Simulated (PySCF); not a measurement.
Stepwise substitution at one centre (Ge H-Cl). All species are isolated molecules in the gas phase. Strings in code marks are SMILES.

The dipole moment from two functionals at the same geometries (PBE0-D3(BJ)/def2-TZVP), both in PySCF: PBE-D3(BJ)/def2-TZVP and ωB97X-D3(BJ)/def2-TZVP. 

```json
[
 {"species": "0 of 4 H replaced by Cl (`[GeH4]`)", "ωB97X-D3(BJ)/def2-TZVP (D)": "0.00"},
 {"species": "1 of 4 H replaced by Cl (`[Cl][GeH3]`)", "ωB97X-D3(BJ)/def2-TZVP (D)": "2.02"},
 {"species": "2 of 4 H replaced by Cl", "ωB97X-D3(BJ)/def2-TZVP (D)": "2.01"}
]
```

**Question.** What does PBE-D3(BJ)/def2-TZVP give for each?

**Answer.** 
- 0 of 4 H replaced by Cl (`[GeH4]`): 0.00
- 1 of 4 H replaced by Cl (`[Cl][GeH3]`): 1.85
- 2 of 4 H replaced by Cl: 1.82
Over these rows, drawn at random from the members with no instability flagged (it was tested for open shells, ions and some series alone), PBE minus ωB97X-D3(BJ): mean -0.12 D, from -0.19 D to 0.00 D.
